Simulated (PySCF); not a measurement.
# Diatomic cations of Cd with group 13

PBE0 with double-zeta basis sets in PySCF, for the lowest determinant that a PBE0 search found; no spin–orbit coupling. De refers to high-spin ground-configuration atoms (the charge goes to the atom of lower measured ionisation energy or higher electron affinity, which is not always the lowest computed limit). A positive dipole points towards Cd; it is taken about the centre of mass and depends on that origin.

```json
{"M": "B", "basis": "cc-pVDZ-PP/cc-pVDZ", "charged atom": "B+", "state (unpaired electrons)": "singlet (closed shell)", "Re (Å)": "2.512", "ωe (cm⁻¹)": "297", "De (eV)": "2.00", "μ (D)": "-2.48"}
{"M": "Al", "basis": "def2-SVPD", "charged atom": "Al+", "state (unpaired electrons)": "singlet (closed shell)", "Re (Å)": "3.038", "ωe (cm⁻¹)": "146", "De (eV)": "0.80", "μ (D)": "-5.77"}
{"M": "In", "basis": "def2-SVP", "charged atom": "In+", "state (unpaired electrons)": "singlet (closed shell)", "Re (Å)": "3.233", "ωe (cm⁻¹)": "80.9", "De (eV)": "0.59", "μ (D)": "-2.44"}
{"M": "Tl", "basis": "def2-SVP", "charged atom": "Tl+", "state (unpaired electrons)": "singlet (closed shell)", "Re (Å)": "3.285", "ωe (cm⁻¹)": "68.5", "De (eV)": "n/a", "μ (D)": "-0.65"}
```

The shortest bond is that of CdB⁺ (2.512 Å), the longest that of TlCd⁺ (3.285 Å).

The rows differ in basis set, which adds steps of its own.

Down a group the atoms grow and get heavier, so bonds lengthen and wavenumbers fall; this series shows no clear exception.

Closed-shell solutions of metal pairs were not tested for spin polarisation, which can lower them a little. Spin–orbit coupling is left out. For an ion De counts to the pair picked by the measured ionisation energies or electron affinities, which need not be the lowest pair at this level.
